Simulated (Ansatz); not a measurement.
`[SiH3][SiH2][S][InH2]` + silanol → `[SiH3]O[SiH2][SiH3]` + `[SH][InH2]` at 298.15 K and 1 bar (ligand exchange at the Si–S bond).

Isolated molecules relaxed with PBE0-D4/def2-TZVP in Ansatz; ΔE leaves out vibrations. CBS: MP2 limit from def2 TZ/QZ plus the TZ coupled-cluster correction, frozen cores. def2 core potentials past Kr. For In outer-core shells are correlated without core-valence functions, which leaves a few kJ/mol of doubt a bond. Each species was taken in one conformer, which may not be the lowest.

```json
{"species": "`[SiH3][SiH2][S][InH2]`", "CCSD(T)/CBS energy (Eh)": "-1169.98502", "H − E (kJ/mol)": "174.1", "S (J/(mol·K))": "408.6"}
{"species": "`O[SiH3]`", "CCSD(T)/CBS energy (Eh)": "-366.69042", "H − E (kJ/mol)": "113.6", "S (J/(mol·K))": "257.8"}
{"species": "`[SiH3]O[SiH2][SiH3]`", "CCSD(T)/CBS energy (Eh)": "-947.28799", "H − E (kJ/mol)": "213.1", "S (J/(mol·K))": "394.6"}
{"species": "`[SH][InH2]`", "CCSD(T)/CBS energy (Eh)": "-589.39884", "H − E (kJ/mol)": "69.4", "S (J/(mol·K))": "290.3"}
```

H − E and S are ideal-gas, rigid-rotor, harmonic terms from PBE0-D4/def2-TZVP, for one conformer and one mirror image of each species. 1 Eh = 2625.50 kJ/mol, R = 8.31446 J/(mol·K).

Q: By hand: ΔE, ΔH, ΔS and ΔG.

A: ΔE = (-947.28799) + (-589.39884) − (-1169.98502) − (-366.69042) = -0.01139 Eh = -29.9 kJ/mol. Δ(H − E) = 213.1 + 69.4 − 174.1 − 113.6 = -5.2, so ΔH = -35.1 kJ/mol. ΔS = 394.6 + 290.3 − 408.6 − 257.8 = 18.5 J/(mol·K). ΔG = -35.1 − 298.15 × (18.5)/1000 = -40.6 kJ/mol.

Q: By hand: the equilibrium constant, and the temperature at which ΔG would vanish if ΔH and ΔS stayed fixed.

A: log₁₀ K = −ΔG/(RT ln 10) = 7.1. ΔH and −TΔS have one sign here, so there is no such temperature.

ΔH outweighs TΔS. A doubt of 5 kJ/mol in ΔE shifts log₁₀ K by 0.9 here. Other conformers and mirror images would add mixing entropy, several J/(mol·K) or more a flexible species. Modes under 60 cm⁻¹, often nearly free rotors, make the harmonic entropy too high. These are equilibria of isolated gas molecules and say nothing of rates. Largest T1 diagnostic: 0.014 (customary marks: 0.02 for closed shells, 0.045 for open ones).
